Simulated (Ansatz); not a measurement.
Steps of a relaxation of `[SiH3][CH2][AlH][SiH3]` with RKS PBE-D4/def2-SVP.

```sh
$ ansatz run in.yaml --threads 4 --pin off --events-out ev --progress --plain --max-ram 10444MiB
```

```yaml
crystal:
  periodic: [false, false, false]
  atoms:
    - {symbol: Si, position_ang: [-0.359400, 2.373500, -0.498100]}
    - {symbol: C, position_ang: [-0.867500, 0.614200, -0.333800]}
    - {symbol: Al, position_ang: [0.696100, -0.418200, 0.245900]}
    - {symbol: Si, position_ang: [0.622400, -2.736100, 0.592900]}
    - {symbol: H, position_ang: [-1.585900, 3.170900, -0.965400]}
    - {symbol: H, position_ang: [0.055200, 2.954600, 0.783800]}
    - {symbol: H, position_ang: [0.689200, 2.562000, -1.504600]}
    - {symbol: H, position_ang: [-1.633700, 0.529300, 0.412600]}
    - {symbol: H, position_ang: [-1.210600, 0.243500, -1.268000]}
    - {symbol: H, position_ang: [2.124300, 0.322100, 0.529600]}
    - {symbol: H, position_ang: [1.837900, -3.281300, 1.049900]}
    - {symbol: H, position_ang: [0.163500, -3.383300, -0.645000]}
    - {symbol: H, position_ang: [-0.511400, -2.985900, 1.615100]}
basis:
  gaussian: {orbitals: def2-SVP}
hamiltonian: {xc: pbe, dispersion: d4}
relax: {f_tol: 0.03, max_steps: 200}
```

Positions (Å) and forces (eV/Å) along the path, 7 of 7 steps:

```xyz
13
step=1 energy=-23513.3895 eV
Si   -0.359    2.373   -0.498   -1.408    0.876   -0.483
C    -0.868    0.614   -0.334    1.790    0.100    0.800
Al    0.696   -0.418    0.246    0.564    0.787    0.032
Si    0.622   -2.736    0.593   -2.124    0.263    0.339
H    -1.586    3.171   -0.965    0.372    0.007    0.081
H     0.055    2.955    0.784    0.310    0.209    0.621
H     0.689    2.562   -1.505    0.604    0.047   -0.448
H    -1.634    0.529    0.413   -1.064   -0.199    0.794
H    -1.211    0.243   -1.268   -0.734   -0.671   -1.463
H     2.124    0.322    0.530   -0.296    0.032   -0.082
H     1.838   -3.281    1.050    1.672   -0.938    0.655
H     0.164   -3.383   -0.645   -0.128   -0.469   -0.597
H    -0.511   -2.986    1.615    0.441   -0.044   -0.248
13
step=2 energy=-23513.7444 eV
Si   -0.444    2.478   -0.537   -0.090    0.234   -0.057
C    -0.800    0.652   -0.319    0.390    0.094    0.160
Al    0.758   -0.407    0.266    0.189    0.375   -0.020
Si    0.591   -2.826    0.604   -0.692    0.121    0.119
H    -1.622    3.318   -1.005    0.087   -0.177    0.060
H     0.032    3.047    0.761    0.039    0.112    0.184
H     0.657    2.658   -1.531    0.151    0.050   -0.179
H    -1.591    0.528    0.436   -0.401   -0.140    0.176
H    -1.165    0.234   -1.266   -0.314   -0.256   -0.371
H     2.116    0.435    0.518   -0.038   -0.182    0.020
H     1.823   -3.467    1.089    0.587   -0.266    0.184
H     0.153   -3.547   -0.637   -0.014   -0.046   -0.187
H    -0.487   -3.136    1.635    0.105    0.082   -0.091
13
step=3 energy=-23513.7883 eV
Si   -0.436    2.482   -0.536   -0.005    0.062   -0.012
C    -0.812    0.647   -0.322    0.091    0.025    0.019
Al    0.772   -0.380    0.265   -0.009   -0.066    0.019
Si    0.575   -2.819    0.611   -0.002    0.035   -0.014
H    -1.623    3.290   -0.998   -0.016   -0.003   -0.003
H     0.036    3.066    0.774   -0.009   -0.019   -0.029
H     0.668    2.672   -1.548   -0.024   -0.013    0.023
H    -1.623    0.508    0.430    0.007   -0.009   -0.032
H    -1.196    0.213   -1.274   -0.005    0.005    0.030
H     2.156    0.395    0.538   -0.036   -0.026   -0.012
H     1.845   -3.475    1.092    0.007   -0.004   -0.004
H     0.152   -3.527   -0.658    0.004    0.021    0.027
H    -0.494   -3.108    1.641   -0.003   -0.009   -0.011
13
step=4 energy=-23513.7904 eV
Si   -0.441    2.492   -0.539    0.023   -0.003    0.005
C    -0.801    0.652   -0.320    0.040    0.009    0.009
Al    0.773   -0.389    0.269   -0.015    0.003    0.005
Si    0.575   -2.823    0.615    0.002    0.003    0.000
H    -1.634    3.292   -1.000   -0.012   -0.013    0.000
H     0.031    3.076    0.769   -0.008    0.005   -0.012
H     0.661    2.681   -1.551   -0.014    0.007    0.003
H    -1.616    0.510    0.427   -0.002   -0.005   -0.012
H    -1.186    0.217   -1.270   -0.004    0.001    0.008
H     2.158    0.378    0.539    0.005   -0.011   -0.002
H     1.847   -3.481    1.092   -0.014    0.009   -0.008
H     0.151   -3.524   -0.656    0.002    0.005    0.005
H    -0.496   -3.116    1.641   -0.001   -0.010    0.000
13
step=5 energy=-23513.7916 eV
Si   -0.444    2.499   -0.541    0.003   -0.029    0.004
C    -0.786    0.656   -0.317    0.012    0.006    0.005
Al    0.780   -0.393    0.276   -0.033    0.030   -0.007
Si    0.567   -2.823    0.617    0.013   -0.021    0.015
H    -1.649    3.281   -1.001   -0.005   -0.013    0.001
H     0.023    3.091    0.763    0.000    0.013    0.001
H     0.651    2.696   -1.557    0.000    0.011   -0.006
H    -1.605    0.509    0.425   -0.001    0.003    0.003
H    -1.170    0.218   -1.266    0.004    0.000   -0.007
H     2.171    0.363    0.542    0.021   -0.006    0.004
H     1.841   -3.480    1.088   -0.013    0.000   -0.005
H     0.144   -3.521   -0.655    0.000    0.002   -0.011
H    -0.502   -3.130    1.641   -0.001    0.003    0.003
13
step=6 energy=-23513.7925 eV
Si   -0.452    2.501   -0.544    0.003    0.022   -0.001
C    -0.764    0.656   -0.308   -0.042    0.002   -0.013
Al    0.796   -0.390    0.287    0.071   -0.025    0.020
Si    0.561   -2.823    0.617   -0.011    0.010   -0.003
H    -1.676    3.253   -1.004   -0.001   -0.007    0.001
H     0.008    3.118    0.753   -0.002   -0.004   -0.006
H     0.633    2.716   -1.568   -0.005   -0.003    0.004
H    -1.584    0.501    0.431    0.000    0.009   -0.003
H    -1.141    0.209   -1.256    0.001    0.008    0.002
H     2.200    0.348    0.551   -0.014   -0.006   -0.002
H     1.823   -3.504    1.085    0.001    0.001    0.000
H     0.131   -3.499   -0.664    0.001   -0.002   -0.001
H    -0.516   -3.120    1.635   -0.001   -0.004    0.002
13
step=7 energy=-23513.7928 eV
Si   -0.454    2.502   -0.545    0.002    0.008   -0.001
C    -0.759    0.656   -0.306   -0.014   -0.005   -0.004
Al    0.804   -0.390    0.290    0.014   -0.004    0.007
Si    0.559   -2.822    0.617    0.000    0.001    0.000
H    -1.683    3.246   -1.004   -0.001    0.000    0.000
H     0.005    3.123    0.749    0.000    0.002    0.000
H     0.628    2.720   -1.572   -0.001    0.002   -0.001
H    -1.580    0.503    0.432    0.002    0.000    0.003
H    -1.135    0.209   -1.254    0.003    0.000   -0.002
H     2.207    0.345    0.556   -0.004   -0.002   -0.001
H     1.819   -3.508    1.083   -0.001   -0.002    0.000
H     0.128   -3.496   -0.666   -0.001    0.000    0.000
H    -0.519   -3.121    1.634   -0.001    0.000    0.000
```

Run time 15 s (4 threads of an Arm Neoverse N1 on a shared host); peak host memory 0.16 GiB.
